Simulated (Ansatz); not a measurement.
Consider the ligand exchange at the Si–C bond: `OC[SiH2]F` + `N[SiH2][SiH3]` → `F[SiH2]N[SiH2][SiH3]` + CH₃OH.

Computed with Ansatz on PBE0-D4/def2-TZVP structures; ΔE is electronic, products minus reactants. CCSD(T)/CBS adds triple-zeta CCSD(T) − MP2 to the extrapolated MP2 energy (def2 sets, frozen cores). This one scheme is used for every species. DFT in def2-TZVPP. B3LYP here is the variant with VWN-RPA as its local correlation; programs differ in this. Each species was taken in one conformer, which may not be the lowest.

`OC[SiH2]F`:

Z-matrix (Å, degrees):
```
C
Si 1 1.876
O 1 1.422 2 111.4
H 1 1.095 2 109.6 3 -117.9
H 1 1.100 2 111.0 3 125.2
F 2 1.608 1 106.2 3 -54.9
H 2 1.486 1 112.2 3 -172.8
H 2 1.482 1 111.8 3 61.8
H 3 0.961 1 108.4 2 58.0
```

`N[SiH2][SiH3]`:

Z-matrix (Å, degrees):
```
Si
Si 1 2.341
N 1 1.724 2 108.6
H 1 1.497 2 108.1 3 -126.1
H 1 1.488 2 110.7 3 117.7
H 2 1.489 1 110.3 3 173.7
H 2 1.491 1 110.1 3 54.6
H 2 1.488 1 111.4 3 -65.4
H 3 1.008 1 119.6 2 167.4
H 3 1.007 1 119.6 2 -50.6
```

`F[SiH2]N[SiH2][SiH3]`:

Z-matrix (Å, degrees):
```
Si
N 1 1.706
F 1 1.602 2 112.5
H 1 1.478 2 108.9 3 -117.7
H 1 1.480 2 109.2 3 117.5
Si 2 1.740 1 127.7 3 84.7
H 2 1.011 1 115.7 3 -86.3
Si 6 2.344 2 111.8 1 -113.6
H 6 1.491 2 110.7 1 124.5
H 6 1.487 2 106.1 1 6.9
H 8 1.489 6 110.7 2 -175.4
H 8 1.487 6 110.6 2 63.6
H 8 1.490 6 109.6 2 -55.9
```

CH₃OH:

Z-matrix (Å, degrees):
```
C
O 1 1.409
H 1 1.097 2 112.4
H 1 1.090 2 107.0 3 -118.5
H 1 1.097 2 112.4 3 123.0
H 2 0.959 1 108.5 3 -61.6
```

Question: Is it downhill or uphill in electronic energy at CCSD(T)/CBS, and by how much? (Best estimate.)

Answer: The calculation gave: Downhill: ΔE = -96.8 kJ/mol.

Question: What do these levels give: B3LYP-D4, ωB97M-V, PBE0, B3LYP, HF/CBS(def2), MP2/CBS(def2)? (Estimate.)

Answer: The calculation gave: B3LYP-D4 -94.6, ωB97M-V -92.3, PBE0 -87.8, B3LYP -90.7, HF/CBS(def2) -105.0, MP2/CBS(def2) -99.7 kJ/mol.

Largest T1 diagnostic among the species: 0.012.

The D4 term adds −4.0 kJ/mol with B3LYP and −2.5 kJ/mol with PBE0; it sums over pairs of atoms, weighted by their polarisabilities, and B3LYP, whose exchange is more repulsive, gets the larger term. From PBE to PBE0 (25 % exact exchange), in def2-TZVPP and without D4, ΔE moves by −5.3 kJ/mol. In def2-TZVPP, CCSD(T) changes the Hartree–Fock value by +6.5 kJ/mol (the triples alone add +0.6 kJ/mol) and MP2 by +3.5 kJ/mol.
